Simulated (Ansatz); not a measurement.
Cost and result for the atomization energy of C3H7FZn, SMILES `C[CH](C)[Zn][F]` (12 atoms, 11 bonds).

```tsv
atom	x (Å)	y (Å)	z (Å)
C1	-1.3084	0.4676	0.1062
C2	-0.0575	-0.4052	0.1190
C3	0.7762	-0.1951	-1.1409
Zn4	0.9887	-0.1562	1.7359
F5	1.9355	0.0664	3.2011
H6	-1.9558	0.2863	0.9676
H7	-1.0623	1.5333	0.0980
H8	-1.9017	0.2714	-0.7959
H9	-0.3719	-1.4551	0.1515
H10	1.6436	-0.8581	-1.1857
H11	1.1427	0.8323	-1.2210
H12	0.1709	-0.3875	-2.0358
```

The species carries charge 0 and has multiplicity 1. For Zn the d shell is correlated and the shells below it are frozen. Scalar relativity is left out up to krypton. The geometry is a stationary point of PBE0-D4/def2-TZVP. It is one conformer, not always the lowest. Program: Ansatz. All runs use 8 threads of an Arm Neoverse V1 on a shared host. Times are those of one run each, without the atoms' runs, and a repeat can differ threefold. Electronic energies, without spin–orbit coupling; frozen cores. CCSD(T)/CBS adds CCSD(T) − MP2 in def2-TZVPP to the MP2 limit, and its time is that of the two runs behind it. T1 = 0.014. With those shells the extrapolation isn't a true limit. B3LYP takes the VWN-RPA correlation (the form of Gaussian; ORCA's B3LYP/G). HSE06 is the plane-wave form, built on full-range PBE exchange.

CCSD(T)/CBS is a level of theory with its own doubt, some kJ/mol a heavy atom from the limit and from the frozen cores, so smaller differences don't rank the functionals.

| level | functions | wall time |
| --- | --- | --- |
| LDA (SPW92)/def2-TZVPP | 286 | 3 s |
| BLYP-D4/def2-TZVPP | 286 | 3.8 s |
| PBE-D4/def2-TZVPP (with forces) | 286 | 4.8 s |
| HSE06-D4/def2-TZVPP | 286 | 6 s |
| BHLYP-D4/def2-TZVPP | 286 | 6 s |
| CAM-B3LYP-D4/def2-TZVPP | 286 | 6.5 s |
| r2SCANh-D4/def2-TZVPP | 286 | 8.5 s |
| B3LYP-D4/def2-TZVPP (with forces) | 286 | 8.6 s |
| CCSD(T)/def2-SVP | 122 | 9.5 s |
| ωB97X-V/def2-TZVPP | 286 | 12 s |
| MP2/def2-QZVPP | 538 | 40 s |
| CCSD(T)/def2-TZVPP | 286 | 4.6 min |
| CCSD(T)/CBS(def2) | – | 5.3 min |

Question: What atomization energy does each give, and how far from CCSD(T)/CBS? (Estimate.)

Answer: The calculation gave: 
```csv
level,atomization (kJ/mol),difference from CCSD(T)/CBS,per bond
LDA (SPW92)/def2-TZVPP,4950.1,603.9,54.9
BLYP-D4/def2-TZVPP,4308.6,-37.6,-3.4
PBE-D4/def2-TZVPP (with forces),4421.0,74.8,6.8
HSE06-D4/def2-TZVPP,4361.1,14.9,1.4
BHLYP-D4/def2-TZVPP,4217.0,-129.2,-11.7
CAM-B3LYP-D4/def2-TZVPP,4359.6,13.4,1.2
r2SCANh-D4/def2-TZVPP,4342.9,-3.3,-0.3
B3LYP-D4/def2-TZVPP (with forces),4324.6,-21.6,-2.0
CCSD(T)/def2-SVP,4156.1,-190.1,-17.3
ωB97X-V/def2-TZVPP,4354.5,8.3,0.8
MP2/def2-QZVPP,4383.7,37.5,3.4
CCSD(T)/def2-TZVPP,4246.6,-99.6,-9.1
CCSD(T)/CBS(def2),4346.2,0.0,0.0
```

From PBE to PBE0 (25 % exact exchange), in def2-TZVPP and without D4, the atomization energy moves by −59.2 kJ/mol: exact exchange takes away binding that semilocal exchange gives to molecules. In def2-TZVPP, CCSD(T) changes the Hartree–Fock value by +1009.8 kJ/mol (the triples alone add +55.8 kJ/mol) and MP2 by +1086.0 kJ/mol; breaking electron pairs costs correlation energy, which Hartree–Fock lacks. Leaving LDA and LC-ωPBE aside and taking each functional with its dispersion term where it has one, the values spread over 204.1 kJ/mol, from BHLYP-D4 to PBE-D4. LDA lies +549.8 kJ/mol from PBE without D4, its usual overbinding.
